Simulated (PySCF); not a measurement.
Radial density of Cr (chromium, neutral)

UHF, [Ar] 3d4 4s1 4p1, one real determinant (an excited configuration). All numbers are calculated (PySCF 2.14, the spin-free X2C one-electron Hamiltonian (Gaussian nucleus), in x2c-QZVPPall (11s7p5d3f2g, 96 functions)).

```csv
r (bohr),4πr²ρ (e/bohr),4πr²(ρα − ρβ)
0.000841,0.1120,0.0000
0.00142,0.2912,0.0001
0.00238,0.7436,0.0002
0.00400,1.846,0.0005
0.00673,4.369,0.0011
0.0113,9.514,0.0023
0.0191,17.98,0.0041
0.0320,26.79,0.0051
0.0539,27.82,0.0024
0.0907,22.02,0.0047
0.153,27.72,0.0732
0.257,28.39,0.4172
0.432,11.28,1.6013
0.726,13.21,3.1412
1.22,7.489,2.4328
2.05,1.498,1.1461
3.45,0.6427,0.6408
5.81,0.1479,0.1479
9.77,0.005217,0.0052
```

Densities and radii are taken from the X2C orbitals without a picture-change correction, which distorts them close to the nucleus.

⟨L²⟩ = 7.98 against 12 for a pure F term, so this real determinant mixes terms.
